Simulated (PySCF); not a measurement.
**How methods differ on the ionisation energy of Ag²⁺**

Ag²⁺ [Kr] 4d9 (2D) → Ag³⁺ [Kr] 4d8 (3F), as a difference of total energies. Computed with PySCF 2.14 in def2-SVP with the def2 core potential (28 electrons) (5s3p2d1f, 31 functions), with scalar relativity through the core potential. Correlated levels: valence: 4s2 4p6 frozen. The calculations carry no spin-orbit coupling.

```csv
method,ionisation energy (eV)
UHF,33.536
r2SCAN,35.068
BP86,35.477
MP2 (valence),34.590
SCS-MP2 (valence),34.498
```

Q: How much does correlation contribute at MP2 (valence)?

A: 34.590 − (33.536) = 1.054 eV, measured against UHF.

The reference lies between the lowest fine-structure levels, while these numbers refer to the centres of the terms.

Errors of the correlated levels include the incompleteness of this basis and the frozen core.

For comparison: 34.8 ± 0.3 eV (semi-empirical (NIST evaluation); NIST Atomic Spectra Database, ionization energies).
